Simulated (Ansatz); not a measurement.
Total energies of CH₄SiZn.

Cartesian coordinates in Å:
```
C 0.497 -0.851 -0.743
Si -0.042 0.632 -0.088
Zn -1.328 0.166 2.556
H 1.468 -1.268 -0.500
H -0.154 -1.490 -1.328
H -1.318 1.253 -0.509
H 0.877 1.557 0.612
```

Charge 0, multiplicity 1. For Zn the d shell is correlated and the shells below it are frozen. Scalar relativity is left out up to krypton. The bonds changed during the relaxation, so this is another structure than the one it started from. All single points use the PBE0-D4/def2-TZVP geometry. Basis def2-TZVPP, Ansatz 0.2.0.

RPA on PBE orbitals: Hartree–Fock energy of these orbitals -2106.82194 Eh, correlation -1.16775 Eh (frozen core).

| functional | energy without D4 (Eh) | D4 term (kJ/mol) |
| --- | --- | --- |
| revPBE | -2109.17617 | -45.2 |
| ωB97M-V | -2109.20858 | – |

**Question.** Give the same for LDA (SPW92), PBE, BLYP, r2SCAN, B97M-V, PBE0, B3LYP, r2SCANh, r2SCAN0, HSE06 (plane-wave form), BHLYP, CAM-B3LYP, LC-ωPBE, ωB97X-V, B2PLYP, PBE-QIDH. (An estimate is asked.)

**Answer.** Ansatz gave: 
| functional | energy without D4 (Eh) | D4 term (kJ/mol) |
| --- | --- | --- |
| LDA (SPW92) | -2104.91247 | – |
| PBE | -2108.88808 | -16.8 |
| BLYP | -2109.43327 | -36.1 |
| r2SCAN | -2109.28766 | -3.9 |
| B97M-V | -2108.93211 | – |
| PBE0 | -2108.93351 | -14.3 |
| B3LYP | -2109.44353 | -27.4 |
| r2SCANh | -2109.26715 | -4.3 |
| r2SCAN0 | -2109.23796 | -4.8 |
| HSE06 (plane-wave form) | -2108.92304 | -13.5 |
| BHLYP | -2109.28869 | -23.3 |
| CAM-B3LYP | -2109.44833 | -14.8 |
| LC-ωPBE | -2108.98700 | – |
| ωB97X-V | -2109.11943 | – |
| B2PLYP | -2108.91922 | – |
| PBE-QIDH | -2108.58584 | – |

B3LYP takes the VWN-RPA correlation (the form of Gaussian; ORCA's B3LYP/G). HSE06 is the plane-wave form, built on full-range PBE exchange. The double hybrids freeze the cores in their second-order part.

LC-ωPBE has ω = 0.4 bohr⁻¹.
